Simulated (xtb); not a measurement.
Mg(F)(NH2) (FH₂MgN), SMILES [Mg]([F])[NH2]. All values are semi-empirical tight-binding results from xtb (GFN2-xTB unless named), good for trends rather than for accurate numbers. Geometry optimised at GFN2-xTB. The values are those of a single conformer.

Optimised geometry:

```xyz
5

Mg     0.5466    -0.0783    -0.0612
F     -0.0287     1.3047    -0.8944
N     -0.5651    -1.2198     0.9659
H     -1.2883    -1.6050     0.3651
H     -1.0559    -0.6600     1.6573
```

For metal compounds this method's bond lengths and energies can be far off.

```
Item                                          Result
-------------------------------------  -------------
point group as xtb finds it                       Cs
orbital gap                                  2.19 eV
zero-point energy                      15.3 kcal/mol
G − E(el) at 298.15 K (modified RRHO)  -2.0 kcal/mol
```

Computed atomic charges and the Wiberg bond orders between heavy atoms:
charges (e) Mg1 0.44, F2 -0.38, N3 -0.41, H4 0.17, H5 0.17. Bond orders Mg1–F2 0.98, Mg1–N3 1.12.
